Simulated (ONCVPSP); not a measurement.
**lanthanum (La): one change to an ONCV potential, before and after**

| Quantity | Value |
| --- | --- |
| Element | lanthanum |
| Generator | ONCVPSP 4.0.1 |
| Type | optimised norm-conserving Vanderbilt (ONCV) |
| Functional | PBE |
| Relativity | scalar-relativistic |
| Frozen core | [Kr] |
| Valence charge | 21 |
| Reference configuration | 4d10 5s2 5p6 5d1 6s0.5 (charge +1.5) |
| Partial waves | 5s+6s: rc 2.40 bohr, ncon 4, nbas 9, qcut 5.6 1/bohr, 2 projectors; 5p: rc 1.70 bohr, ncon 5, nbas 9, qcut 4.2 1/bohr, 2 projectors, debl 0.6 Ha; 4d+5d: rc 1.40 bohr, ncon 3, nbas 7, qcut 12.3 1/bohr, 2 projectors; f scattering state at 0.16 Ha: rc 2.45 bohr, ncon 4, nbas 7, qcut 5.1 1/bohr, 2 projectors, debl 1 Ha |
| Local potential | polynomial inside 1.10 bohr (lpopt 5, dvloc0 0 Ha) |
| Core correction | Teter function, fcfact 1.5, rcfact 1.5 |

In the p channel the program set the typed energies aside and used -1.156, 0.250 Ha. In the f channel the program set the typed energies aside and used -0.494, 0.506 Ha.

All-electron outer shells of the reference configuration (PBE, scalar-relativistic, ld1.x):

```
shell  level (eV)  outermost node (bohr)  outermost maximum (bohr)
   4d     -113.02                   0.32                      0.68
   5s      -48.02                   0.77                      1.41
   5p      -31.46                   0.83                      1.58
   5d      -11.51                   0.95                      2.16
   6s      -10.87                   1.84                      3.51
```

Change: p: nbas 10.

Cutoffs: the cutoffs (Ha) at which the residual kinetic energy of the hardest occupied pseudo-wave falls to 1 and 0.1 mHa per electron; they do not see the model core or the augmentation charge, which bear on the density cutoff. Errors are all-electron minus pseudo energies relative to the spin-unpolarised reference configuration.

Q: What does the change do?

A: The potential gets harder (55 Ha and 79 Ha → 55 Ha and 106 Ha); both files keep a bound ghost (s); the errors of the 4 common tests hardly move.

| quantity | base | changed |
| --- | --- | --- |
| cutoff, loose | 55 Ha | 55 Ha |
| cutoff, tight | 79 Ha | 106 Ha |
| loose cutoff by channel | s 10 Ha, p 39 Ha, d 55 Ha | s 10 Ha, p 41 Ha, d 55 Ha |
| bound ghosts | s | s |
| GHOST(+) flags under 300 eV | p at 35.1 eV | p at 36.1 eV |
| error for 4d10 5s2 5p6 5d1 6s2, meV [ΔE -10.76 eV] | +1.1 | +1.1 |
| error for 4d10 5s2 5p6 5d1 6s1, meV [ΔE -4.80 eV] | +0.6 | +0.6 |
| error for 4d10 5s2 5p6 5d1 6s0, meV [ΔE 6.09 eV] | -1.0 | -1.0 |
| error for 4d10 5s2 5p6 5d1 6s1.5, meV [ΔE -8.36 eV] | +0.9 | +1.0 |
| s: phases at 2.43 bohr within 0.05 rad from the reference energy up to (Ha; the scan ends near 5) | 4.3 | 4.3 |
| p: phases at 1.73 bohr within 0.05 rad from the reference energy up to (Ha; the scan ends near 5) | 1.2 | 1.3 |
| d: phases at 1.42 bohr within 0.05 rad from the reference energy up to (Ha; the scan ends near 5) | to the end of the scan | to the end of the scan |
| f: phases at 2.49 bohr within 0.05 rad from the reference energy up to (Ha; the scan ends near 5) | 2.8 | 2.8 |
| rms error of d²Exc/dni dnj with the model core, mHa | 2.06 | 2.06 |

 A true bound ghost makes a file unfit for plane-wave use even where its test errors are small: the radial tests pick states by their node count and pass the ghost by.
